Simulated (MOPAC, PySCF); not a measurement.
Ligands exchanged one at a time, B SiH3-I. Isolated molecules, 0 K electronic values unless said otherwise. Strings in code marks are SMILES.

Quantity: redistribution energy (mixed species minus the weighted end members), in kcal/mol. Semi-empirical values (MOPAC) are differences of heats of formation.

Level 1: PBE-D3(BJ)/def2-TZVP // r2SCAN-D4/def2-TZVP (PySCF)
Level 2: r2SCAN-D4/def2-TZVP (PySCF)
Level 3: PM6 // r2SCAN-D4/def2-TZVP (MOPAC)
Level 4: PM7 // r2SCAN-D4/def2-TZVP (MOPAC)

| species | level 1 | level 2 | level 3 | level 4 |
|---|---|---|---|---|
| 1 of 3 SiH3 replaced by I: `[SiH3]B([SiH3])I` | -2.37 | -2.18 | -6.24 | -1.86 |
| 2 of 3 SiH3 replaced by I: `IB([SiH3])I` | -3.18 | -3.17 | -8.04 | -2.64 |
